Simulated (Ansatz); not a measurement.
CH7NSiSn (`[CH3][SnH]1[NH][SiH2]1`). Total charge 0; spin multiplicity 1. Sn takes the def2 core potential. The geometry is a stationary point of PBE0-D4/def2-TZVP.

```xyz
11

C    -1.354    1.557   -0.524
Sn    0.331    0.651    0.434
N     0.024   -1.425    0.558
Si    1.501   -1.410   -0.274
H    -1.136    2.597   -0.765
H    -1.578    1.010   -1.439
H    -2.212    1.516    0.147
H     0.566    1.330    1.993
H    -0.447   -2.087    1.151
H     2.759   -1.844    0.401
H     1.545   -1.895   -1.682
```

(1) What is the dipole moment at B3LYP/def2-TZVPP? (An estimate is asked.)

(2) And with PBE, r2SCAN, ωB97M-V? (Best estimate.)

(3) Give the Mulliken charges with B3LYP, PBE, r2SCAN in def2-TZVPP. (Estimate.)

Results:

(1) Ansatz gave: 0.74 D, with components (-0.50, 0.54, 0.03) D in this frame, pointing from negative to positive charge.

(2) The calculation gave: PBE 0.88 D, r2SCAN 0.84 D, ωB97M-V 0.68 D.

(3) Computed: 
| atom | B3LYP | PBE | r2SCAN |
| --- | --- | --- | --- |
| C1 | -0.57 | -0.56 | -0.46 |
| Sn2 | 0.70 | 0.65 | 0.67 |
| N3 | -0.57 | -0.50 | -0.62 |
| Si4 | 0.25 | 0.17 | 0.30 |
| H5 | 0.12 | 0.12 | 0.09 |
| H6 | 0.13 | 0.13 | 0.10 |
| H7 | 0.12 | 0.12 | 0.10 |
| H8 | -0.14 | -0.13 | -0.13 |
| H9 | 0.12 | 0.13 | 0.14 |
| H10 | -0.08 | -0.07 | -0.09 |
| H11 | -0.08 | -0.07 | -0.09 |

B3LYP here is the variant with VWN-RPA as its local correlation; programs differ in this.
